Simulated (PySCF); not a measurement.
C₂H₁₁BO₂Si₂.
SMILES: `COB(OC)[SiH2][SiH3]`

Torsions of this conformer, `[CH3:1][O:2][B:3]([O:4][CH3:5])[SiH2:6][SiH3:7]`: C1–O2–B3–O4 180°, O2–B3–O4–C5 0°, O2–B3–Si6–Si7 156°.

The closed-shell ground state was solved at several levels (PySCF, density fitting, gas phase, non-relativistic). The structure is a single GFN2-xTB conformer in the gas phase; no vibrational or solvent corrections.

```json
{"level": "PBE0/def2-SVPD", "basis functions": "242", "total energy (Eh)": "-836.2804", "HOMO (eV)": "-7.97", "LUMO (eV)": "-0.53", "gap (eV)": "7.44", "dipole (D)": "2.36"}
{"level": "PBE0/pcSseg-1", "basis functions": "188", "total energy (Eh)": "-836.5855", "HOMO (eV)": "-7.98", "LUMO (eV)": "-0.45", "gap (eV)": "7.53", "dipole (D)": "2.57"}
```

(1) What might CAM-B3LYP/def2-SVPD (242 basis functions) give for the same quantities?

(2) Over all these levels, which gives the widest orbital gap and which the narrowest?

(3) How far do the dipole and the HOMO energy spread over the levels?

Results:

(1) Total energy -836.7152 Eh, HOMO -9.27 eV, LUMO 0.54 eV, gap 9.81 eV, dipole 2.39 D.

(2) CAM-B3LYP/def2-SVPD (range-separated hybrid) has the widest, 9.81 eV, and PBE0/def2-SVPD (global hybrid, 25 % exact exchange) the narrowest, 7.44 eV. The two share the basis. From the narrowest to the widest the HOMO moves by -1.30 eV and the LUMO by +1.07 eV.

(3) The dipole runs from 2.36 to 2.57 D (mean 2.44 D) and the HOMO from -9.27 to -7.97 eV.
